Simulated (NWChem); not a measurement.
SiNH2Cl, singlet; SMILES N[Si]Cl

```xyz
5

Si     0.7198     0.6010     0.0000
Cl    -0.1500    -1.3309     0.0000
N     -0.7329     1.5088     0.0000
H     -1.6745     1.1241     0.0000
H     -0.7227     2.5246     0.0000
```
Atoms are numbered in this order, from 1.

All runs: NWChem. Low-valent species are run as closed-shell singlets; no triplet was tried in these runs. Geometry: optimised at PBE0/def2-SVP.

Task: Taking B3LYP/pcseg-2 as the yardstick, which of these has the fewest basis functions while keeping “dipole (D)” within 0.1 D of it: B3LYP/def2-SVP; B3LYP/aug-pcseg-1; B3LYP/STO-3G; B3LYP/pcseg-1?

Result: B3LYP/def2-SVP.
```tsv
level	basis functions	dipole (D)
B3LYP/STO-3G	25	3.72
B3LYP/pcseg-1	60	3.08
B3LYP/def2-SVP	60	2.79
B3LYP/aug-pcseg-1	95	2.71
B3LYP/pcseg-2	126	2.78
```

The yardstick is one finite set, not the basis-set limit.
